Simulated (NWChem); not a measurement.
System meant: Si2NH6, doublet; SMILES [SiH3][N][SiH3]

Input file for NWChem:

```
start job
memory heap 200 mb stack 900 mb global 1100 mb
geometry units angstroms noautoz
  Si    -0.010122    -1.650649     0.012085
  N     -0.521710    -0.000131     0.072039
  Si    -0.014823     1.650552    -0.016615
  H     -0.816756    -2.328447    -1.040197
  H      1.435031    -1.891510    -0.272440
  H     -0.335906    -2.249421     1.336826
  H     -0.350090     2.274707     1.293902
  H     -0.817857     2.304240    -1.086827
  H      1.431074     1.890659    -0.297951
end
basis spherical
  Si library def2-svp
  N library def2-svp
  H library def2-svp
end
dft
  odft
  mult 2
  xc xpbe96 cpbe96
  iterations 4
  mulliken
end
task dft energy
```

End of the output:

```
     --------------------------
     Expectation value of S2:
     --------------------------
      <S2> =      0.7531 (Exact =     0.7500)

 center of mass
 --------------
 x =  -0.02620866 y =  -0.00000208 z =  -0.00083010

 moments of inertia (a.u.)
 ------------------
         666.823948307251          -0.000000000000          -0.000000000000
          -0.000000000000          52.881121202390          -0.000000000000
          -0.000000000000          -0.000000000000         677.330235065176

     Multipole analysis of the density
     ---------------------------------

     L   x y z        total         alpha         beta         nuclear
     -   - - -        -----         -----         ----         -------
     0   0 0 0     -0.000000    -21.000000    -20.000000     41.000000

     1   1 0 0      0.184190      0.528158     -0.343968      0.000000
     1   0 1 0      0.000015     -0.000035      0.000051     -0.000000
     1   0 0 1      0.004598     -0.018947      0.023545      0.000000

     2   2 0 0    -28.106979    -27.684609    -26.594099     26.171729
     2   1 1 0     -0.000409      0.000942     -0.000895     -0.000456
     2   1 0 1      0.034982      0.003735      0.043411     -0.012164
     2   0 2 0    -24.812363   -201.367926   -196.302597    372.858160
     2   0 1 1     -0.004159      0.006261     -0.009024     -0.001396
     2   0 0 2    -26.206112    -24.912346    -22.316596     21.022831

 ------------------------------------------------------------------------
 dft energy failed                                                                                  0
 ------------------------------------------------------------------------
 ------------------------------------------------------------------------
  current input line :
    26: task dft energy
 ------------------------------------------------------------------------
 ------------------------------------------------------------------------
 This type of error is most commonly associated with calculations not reaching convergence criteria
 ------------------------------------------------------------------------
 For more information see the NWChem manual at https://nwchemgit.github.io

0:dft energy failed:Received an Error in Communication
```

**Question.** Can this run be used? If not, why, and what is the fix?

**Answer.** Convergence was not reached. Cause: the SCF was allowed too few iterations. This input runs:
```
start job
memory heap 200 mb stack 900 mb global 1100 mb
geometry units angstroms noautoz
  Si    -0.010122    -1.650649     0.012085
  N     -0.521710    -0.000131     0.072039
  Si    -0.014823     1.650552    -0.016615
  H     -0.816756    -2.328447    -1.040197
  H      1.435031    -1.891510    -0.272440
  H     -0.335906    -2.249421     1.336826
  H     -0.350090     2.274707     1.293902
  H     -0.817857     2.304240    -1.086827
  H      1.431074     1.890659    -0.297951
end
basis spherical
  * library def2-svp
end
dft
  odft
  mult 2
  xc xpbe96 cpbe96
  iterations 150
  mulliken
end
task dft energy
```
It converges to -636.68072 Ha (PBE/def2-SVP, spin-unrestricted).
